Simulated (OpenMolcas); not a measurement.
Nb4+ (d1) in a complex was computed by SS-CASPT2, IPEA 0.25 Eh, imaginary shift 0.1 Eh with the d shell active (OpenMolcas, ANO-RCC-VDZP on the metal). Its lowest spin-free states, and all those of the highest spin:

| 2S+1 | Degeneracy | E (cm-1) |
| --- | --- | --- |
| 2 | 2 | 0 |
| 2 | 3 | 8810 |

Question: Is the site octahedral, tetrahedral or cube-like, axial, or of lower symmetry?

Answer: The states with 2S+1 = 2 have orbital degeneracies 2, 3. Threefold states need a cubic site. For d1 at this spin an octahedron puts the threefold T2 below the twofold E and a tetrahedron or cube puts the twofold E below the threefold T2, so the site is a tetrahedron or a cube, which this pattern cannot tell apart. The first gap at this spin, 8810 cm-1, is |10Dq| in ligand-field theory. The run had Nb4+ with 4 ligands (chloride) in tetrahedral coordination (Td) at 2.39 Å. Ligand basis ANO-RCC-VDZP.

Over all roots computed the reference weight is 0.72; a low but even weight reflects the number of correlated electrons. An orbital doublet at a regular site is open to a Jahn-Teller distortion, which this geometry leaves out. The least metal-like active orbital is 74 % on the metal (Löwdin) and no ligand orbital is active, so the numbers are rough. Ligand-to-metal charge-transfer states are missing. With one d shell and no ligand orbital active, 10Dq can be off by a tenth or more. The distance lies 3 % over the 2.31 Å that this model takes as the normal distance (a Shannon-type radius plus a fixed donor radius); by an R⁻⁵ law this alone changes a d-shell field by about -16 %. No measured value stands beside these numbers; the geometry was imposed, not optimised, and the real ion may take another.
